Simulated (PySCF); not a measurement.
Species: 2-thiophenemethanol, C5H6OS.
SMILES: `OCc1cccs1`

The closed-shell SCF was solved with PySCF and density fitting under several settings on one GFN2-xTB geometry (grid level 2 and gas phase unless stated).

```json
{"settings": "PBE0/pcSseg-1", "basis functions": "156", "SCF cycles": "14", "E (Eh)": "-667.0363", "HOMO (eV)": "-6.93", "LUMO (eV)": "-0.62", "dipole (D)": "1.37"}
{"settings": "wB97X-D/def2-SVPD", "basis functions": "198", "SCF cycles": "14", "E (Eh)": "-667.1384", "HOMO (eV)": "-8.76", "LUMO (eV)": "1.03", "dipole (D)": "1.43"}
{"settings": "B3LYP/aug-cc-pVDZ, start guess huckel", "basis functions": "219", "SCF cycles": "15", "E (Eh)": "-667.5890", "HOMO (eV)": "-6.67", "LUMO (eV)": "-0.88", "dipole (D)": "1.38"}
{"settings": "KT3/aug-cc-pVDZ", "basis functions": "219", "SCF cycles": "16", "E (Eh)": "-674.6000", "HOMO (eV)": "-5.83", "LUMO (eV)": "-1.50", "dipole (D)": "1.27"}
{"settings": "KT2/6-311+G(2d,p)", "basis functions": "233", "SCF cycles": "17", "E (Eh)": "-675.3681", "HOMO (eV)": "-5.84", "LUMO (eV)": "-1.51", "dipole (D)": "1.35"}
{"settings": "PBE0/pcSseg-1, IEF-PCM dichloromethane", "basis functions": "156", "SCF cycles": "14", "E (Eh)": "-667.0452", "HOMO (eV)": "-6.89", "LUMO (eV)": "-0.57", "dipole (D)": "1.59"}
```

**Question.** Estimate the rows for these settings: (1) BLYP/IGLO-II; (2) KT2/aug-cc-pVDZ, energy threshold 1e-06 Eh, start guess vsap; (3) OLYP/6-311G**, start guess huckel.

**Answer.** 
| settings | basis functions | SCF cycles | E (Eh) | HOMO (eV) | LUMO (eV) | dipole (D) |
| --- | --- | --- | --- | --- | --- | --- |
| BLYP/IGLO-II | 203 | 17 | -667.4841 | -5.58 | -1.24 | 1.38 |
| KT2/aug-cc-pVDZ, energy threshold 1e-06 Eh, start guess vsap | 219 | 13 | -675.2662 | -5.85 | -1.51 | 1.27 |
| OLYP/6-311G**, start guess huckel | 170 | 18 | -667.5272 | -5.49 | -1.13 | 1.17 |

**Question.** Over all rows, what range does the HOMO–LUMO gap span?

**Answer.** From 4.33 eV to 9.79 eV.

**Question.** And the dipole moment?

**Answer.** From 1.17 D (OLYP/6-311G**, start guess huckel) to 1.59 D (PBE0/pcSseg-1, IEF-PCM dichloromethane); the largest is 1.36 times the smallest, and the median is 1.37 D.

**Question.** Compare two rows with the functional KT2: KT2/6-311+G(2d,p) and KT2/aug-cc-pVDZ, energy threshold 1e-06 Eh, start guess vsap. Which energy is lower, and by how much?

**Answer.** KT2/6-311+G(2d,p) (233 functions) lies 0.1019 Eh or 64 kcal/mol below KT2/aug-cc-pVDZ, energy threshold 1e-06 Eh, start guess vsap (219 functions).

wB97X-D ran without the empirical dispersion term, which would shift the total energy alone. Cycle counts include a coarse-grid stage where the run had one. All basis functions are spherical, in the Pople sets too. KT2 and KT3 were designed for NMR shieldings or shifts; total energies of different functionals aren't comparable. Geometry: GFN2-xTB, one conformer.

Shape of the structure used: `[OH:1][CH2:2][c:3]1[cH:4][cH:5][cH:6][s:7]1`: O1–C2–C3–C4 85°, H–O1–C2–C3 59°.
